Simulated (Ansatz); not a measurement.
Ansatz (a program for electronic structure) input (B3LYP-D3(BJ)/def2-TZVP):

Ansatz 0.2 input:
```yaml
crystal:
  periodic: [false, false, false]
  atoms:
    - {symbol: Si, position_ang: [-0.08176146, 0.13366620, 0.63271856]}
    - {symbol: Br, position_ang: [1.21244342, -1.18083998, -0.46198114]}
    - {symbol: F, position_ang: [-1.09659308, 1.08686621, -0.08364706]}
basis:
  gaussian:
    orbitals: def2-TZVP
hamiltonian:
  xc: b3lyp
  dispersion: d3bj
total_charge: 1
magnetization: {spin_polarized: true, initial_magnetization: 1}
relax: {f_tol: 0.002, max_steps: 150}
```

End of the output:

```
mean field evaluation 2: about -80539.8229 eV, gradient 1.5e2 eV
mean field evaluation 4: about -80634.8621 eV, gradient 1.2e1 eV
mean field evaluation 8: about -80635.4215 eV, gradient 6.0e-2 eV
mean field evaluation 16: about -80635.8013 eV, gradient 8.3e-5 eV
mean field -80635.80128558 eV, -2963.3110403360 hartree, gradient 8.3e-5 eV, S^2 0.754204; 0 other end points of the search recorded, 0 dependent functions left out
the calculation of the forces begins
reference -80635.80147524 eV, -2963.3110473058 hartree; 29, 28 occupied and 87, 88 virtual orbitals, 830 factors
relax step   1: F+E_penalty+E_count = -80635.92230685 eV  Δ(F+E_penalty+E_count) = +0.000e0 eV  max|allowed force component| = 3.656e-1 eV/Å  Δτ_max = 0.0000 Å  (32 SCF iters, accepted)
these checks for a lower state are left out or cut short: starts, cluster_reference, orbital_swaps, neighbouring_geometries, increment
integrals: 0.04 GiB planned
830 factors; their error is unknown
mean field: 0.56 GiB planned
mean field -80635.80464592 eV, -2963.3111638262 hartree, gradient 2.3e-5 eV, S^2 0.754122; 0 other end points of the search recorded, 0 dependent functions left out
the calculation of the forces begins
reference -80635.80483566 eV, -2963.3111707988 hartree; 29, 28 occupied and 87, 88 virtual orbitals, 830 factors
relax step   2: F+E_penalty+E_count = -80635.92605180 eV  Δ(F+E_penalty+E_count) = -3.745e-3 eV  max|allowed force component| = 2.017e-1 eV/Å  Δτ_max = 0.0173 Å  (37 SCF iters, accepted)
these checks for a lower state are left out or cut short: starts, cluster_reference, orbital_swaps, neighbouring_geometries, increment
integrals: 0.04 GiB planned
830 factors; their error is unknown
mean field: 0.56 GiB planned
mean field evaluation 32: about -80635.8057 eV, gradient 9.5e-6 eV
mean field -80635.80574061 eV, -2963.3112040553 hartree, gradient 9.5e-6 eV, S^2 0.754091; 0 other end points of the search recorded, 0 dependent functions left out
the calculation of the forces begins
reference -80635.80593035 eV, -2963.3112110281 hartree; 29, 28 occupied and 87, 88 virtual orbitals, 830 factors
relax step   3: F+E_penalty+E_count = -80635.92723891 eV  Δ(F+E_penalty+E_count) = -1.187e-3 eV  max|allowed force component| = 5.028e-2 eV/Å  Δτ_max = 0.0047 Å  (37 SCF iters, accepted)
these checks for a lower state are left out or cut short: starts, cluster_reference, orbital_swaps, neighbouring_geometries, increment
integrals: 0.04 GiB planned
830 factors; their error is unknown
mean field: 0.56 GiB planned
mean field -80635.80585146 eV, -2963.3112081289 hartree, gradient 9.7e-6 eV, S^2 0.754095; 0 other end points of the search recorded, 0 dependent functions left out
the calculation of the forces begins
reference -80635.80604120 eV, -2963.3112151016 hartree; 29, 28 occupied and 87, 88 virtual orbitals, 830 factors
relax step   4: F+E_penalty+E_count = -80635.92732207 eV  Δ(F+E_penalty+E_count) = -8.316e-5 eV  max|allowed force component| = 1.423e-3 eV/Å  Δτ_max = 0.0020 Å  (38 SCF iters, accepted)
integrals: 0.04 GiB planned
830 factors; their error is unknown
mean field: 0.56 GiB planned
mean field evaluation 64: about -80635.8059 eV, gradient 2.5e-4 eV
mean field -80635.80585146 eV, -2963.3112081289 hartree, gradient 9.9e-6 eV, S^2 0.754095; 1 other end points of the search recorded, 0 dependent functions left out
the calculation of the forces begins
reference -80635.80604120 eV, -2963.3112151016 hartree; 29, 28 occupied and 87, 88 virtual orbitals, 830 factors
Total energy: -80635.92751181 eV, -2963.3156790642 hartree
Atom 0 at    -0.083414     0.135637     0.640069 Å, force    -0.000993     0.000932    -0.000714 eV/Å
Atom 1 at     1.200310    -1.169103    -0.463630 Å, force     0.001423    -0.001397    -0.000238 eV/Å
Atom 2 at    -1.082808     1.073158    -0.089349 Å, force    -0.000430     0.000466     0.000952 eV/Å
Dipole moment:    -0.177919     0.200206     0.546378 e Å
```
